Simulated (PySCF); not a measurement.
Frontier orbitals and the lowest excitations

C₃H₈OSi.
Atom-mapped SMILES: `[SiH3:1][O:2][CH:3]1[CH2:4][CH2:5]1` (hydrogens: H6, H7, H8 on Si1; H9 on C3; H10, H11 on C4; H12, H13 on C5)

Structure used (PBE0-D3(BJ)/def2-SVP), in Å, numbered top down from 1:
```xyz
13
C3H8OSi angstrom
Si     2.1336    0.9118    0.3893
O      0.8461   -0.0542    0.8396
C      0.0683   -0.7150   -0.1019
C     -1.3544   -0.9778    0.2491
C     -1.0162    0.0327   -0.8175
H      2.7651    1.3773    1.6526
H      1.6745    2.0834   -0.4193
H      3.1178    0.1295   -0.4227
H      0.6047   -1.4924   -0.6634
H     -1.6839   -0.5887    1.2156
H     -1.7996   -1.9321   -0.0432
H     -1.2222   -0.2074   -1.8641
H     -1.1376    1.0878   -0.5576
```

Method used: PySCF, TDDFT PBE0/def2-SVPD, vertical, gas phase, core orbitals frozen in the response.

Frontier orbitals with the atoms that hold most of them (Löwdin shares over 4%, at most four atoms; ? is withheld):

| orbital | ε (eV) | atoms |
| --- | --- | --- |
| HOMO-3 | -9.54 | Si1 36%, H6 27%, H7 16%, O2 8% |
| HOMO-2 | -9.19 | Si1 21%, H8 17%, C5 14%, O2 13% |
| HOMO-1 | -8.14 | ? |
| HOMO | -7.64 | ? |
| LUMO | 0.31 | Si1 40%, H8 12%, H7 11%, H6 10% |
| LUMO+1 | 0.79 | Si1 47%, H7 12%, H6 10%, H8 10% |
| LUMO+2 | 1.24 | C4 21%, H11 20%, Si1 11%, H12 8% |

Problem. Which atoms hold the HOMO, and with what shares?

Solution. O2 (bonded to C and Si) 34%; C5 (bonded to 2 C and 2 H) 21%; C3 (bonded to 2 C, O and H) 21%; C4 (bonded to 2 C and 2 H) 9%. By element: carbon 50%, oxygen 34%.

Problem. Give the leading atoms of the HOMO-1.

Solution. O2 (bonded to C and Si) 29%; C4 (bonded to 2 C and 2 H) 24%; C3 (bonded to 2 C, O and H) 15%; C5 (bonded to 2 C and 2 H) 11%. By element: carbon 50%, oxygen 29%.

Problem. The HOMO–LUMO gap is 7.95 eV. Where does the response calculation put the lowest singlet, and from which orbitals?

Solution. S1 is at 6.66 eV (f = 0.0024), 1.29 eV below the gap, made of HOMO→LUMO (97%). Without the coupling terms of the response equations the lowest excitation would equal the gap.

Problem. Give energy, strength and leading configuration of S1, S2, S3 and S6, and follow the Löwdin shares of the leading atoms from the occupied to the empty orbital.

Solution. 
- S1 (6.66 eV, f 0.0024), HOMO→LUMO (97%): O2 34% → at most 11%, C5 21% → at most 11%, Si1 at most 9% → 40%, H8 at most 9% → 12%
- S2 (7.21 eV, f 0.013), HOMO-1→LUMO (91%): O2 29% → at most 11%, C4 24% → at most 11%, Si1 at most 12% → 40%, H8 at most 12% → 12%
- S3 (7.41 eV, f 0.016), HOMO→LUMO+1 (91%): O2 34% → at most 10%, C5 21% → at most 10%, Si1 at most 9% → 47%, H7 at most 9% → 12%
- S6 (7.92 eV, f 0.025), HOMO-1→LUMO+1 (71%): O2 29% → at most 10%, C4 24% → at most 10%, Si1 at most 12% → 47%, H7 at most 12% → 12%

Löwdin shares depend on the basis, the more so with diffuse functions.

One conformer stands for the species.

Without π bonds the low states are Rydberg-like; a valence basis with one diffuse set may place them up to an eV too high.
